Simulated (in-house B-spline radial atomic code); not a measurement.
A run on S2+ (an excited or competing configuration) that did not converge. Method: non-relativistic wB97X, spin-polarised, spherical fractional occupations, exact exchange averaged over the configuration, point nucleus; computed with a B-spline radial code for spherical atoms.

Command:
```bash
python run_scf.py task.json out
```
Settings:
```
Z                16
configuration    [Ne] 3s1 3p2 4f1
hamiltonian      nr
method           wb97x
spin_polarised   True
exact_exchange   averaged over the configuration
```

First and last ten iterations of the last attempt (damped for 15 steps, keeping 80 % of the old Fock matrix, then DIIS):
```
 iter        energy (Eh)    residual
    1        -394.305105    2.50e-01
    2        -395.477766    9.28e-02
    3        -395.526033    6.82e-02
    4        -395.552178    5.00e-02
    5        -395.566445    3.66e-02
    6        -395.574307    2.69e-02
    7        -395.578699    1.97e-02
    8        -395.581204    1.44e-02
    9        -395.582677    1.06e-02
   10        -395.583583    7.76e-03
  111        -395.585421    3.70e-07
  112        -395.585421    3.70e-07
  113        -395.585421    5.26e-07
  114        -395.585421    5.65e-07
  115        -395.585421    6.95e-07
  116        -395.585421    9.17e-07
  117        -395.585421    7.16e-07
  118        -395.585421    1.13e-06
  119        -395.585421    1.34e-06
  120        -395.585421    1.59e-06
 not converged after 120 iterations
```

The smallest residual met was 3.7e-07; the threshold is about 2e-07. Over the last five steps the energy moves by less than 1e-08 hartree, but the orbitals didn't meet the threshold. Run time, properties included: 3.9 s on 1 thread of Intel(R) Xeon(R) 6975P-C (shared host).
